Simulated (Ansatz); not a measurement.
`[F][SnH2][F]` + CH₃OH → `C[O][SnH2][F]` + H–F at 298.15 K and 1 bar (ligand exchange at the Sn–F bond).

Calculated with Ansatz (gas phase, PBE0-D4/def2-TZVP geometries, no zero-point term in ΔE). CCSD(T)/CBS adds triple-zeta CCSD(T) − MP2 to the extrapolated MP2 energy (def2 sets, frozen cores). This one scheme is used for every species. def2 core potentials past Kr. For Sn outer-core shells are correlated without core-valence functions, which leaves a few kJ/mol of doubt a bond. Each species was taken in one conformer, which may not be the lowest.

| species | CCSD(T)/CBS energy (Eh) | H − E (kJ/mol) | S (J/(mol·K)) |
| --- | --- | --- | --- |
| `[F][SnH2][F]` | -414.86106 | 60.4 | 292.0 |
| CH₃OH | -115.61712 | 146.3 | 238.2 |
| `C[O][SnH2][F]` | -430.07156 | 170.0 | 349.0 |
| H–F | -100.39570 | 33.5 | 173.6 |

H − E and S are ideal-gas, rigid-rotor, harmonic terms from PBE0-D4/def2-TZVP, for one conformer and one mirror image of each species. 1 Eh = 2625.50 kJ/mol, R = 8.31446 J/(mol·K).

Task: By hand: ΔE, ΔH, ΔS and ΔG.

Result: ΔE = (-430.07156) + (-100.39570) − (-414.86106) − (-115.61712) = 0.01092 Eh = 28.7 kJ/mol. Δ(H − E) = 170.0 + 33.5 − 60.4 − 146.3 = -3.2, so ΔH = 25.5 kJ/mol. ΔS = 349.0 + 173.6 − 292.0 − 238.2 = -7.6 J/(mol·K). ΔG = 25.5 − 298.15 × (-7.6)/1000 = 27.8 kJ/mol.

Task: By hand: the equilibrium constant, and the temperature at which ΔG would vanish if ΔH and ΔS stayed fixed.

Result: log₁₀ K = −ΔG/(RT ln 10) = -4.9. ΔH and −TΔS have one sign here, so there is no such temperature.

The number of gas molecules stays the same, so ΔS is small and ΔH decides. A doubt of 5 kJ/mol in ΔE shifts log₁₀ K by 0.9 here. Other conformers and mirror images would add mixing entropy, several J/(mol·K) or more a flexible species. These are equilibria of isolated gas molecules and say nothing of rates. Largest T1 diagnostic: 0.014 (customary marks: 0.02 for closed shells, 0.045 for open ones).

ΔS is within the doubt of such terms, so its sign, and with it that verdict, could turn.
